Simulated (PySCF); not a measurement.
**Relaxation of singlet Cu2S**

Computed with PBE0 in PySCF with S def2-TZVP, Cu def2-TZVP; no relativity; density-fitted integrals. A (50,194) grid was used.

A hand-made bent start, of C2v symmetry, held to at least that symmetry:

```xyz
3
charge 0 multiplicity 1, angstrom
S     0.0000    0.0000   -0.9834
Cu    1.7612    0.0000    0.2498
Cu   -1.7612    0.0000    0.2498
```

Optimiser trace:
```csv
step,E − E(last) (kJ/mol),largest gradient (Eh/bohr)
0,23.95,0.01269
1,20.52,0.00955
2,12.35,0.01050
3,5.56,0.01138
4,4.57,0.01050
5,0.62,0.00206
6,0.15,0.00104
7,0.02,0.00055
8,0.00,0.00008
9,0.00,0.00002
```

It ends at C2v with Cu–Cu 2.610 Å, S–Cu 2.101 Å (×2); Cu–Cu–S 51.6° (×2), Cu–S–Cu 76.8° (after a last refinement on a finer grid). A frequency run shows a minimum. Other isomers or separated fragments may lie lower.

Final geometry:
Z-matrix (Å, degrees; charge 0 multiplicity 1):
```
S
Cu 1 2.1014
Cu 1 2.1014 2 76.78
```
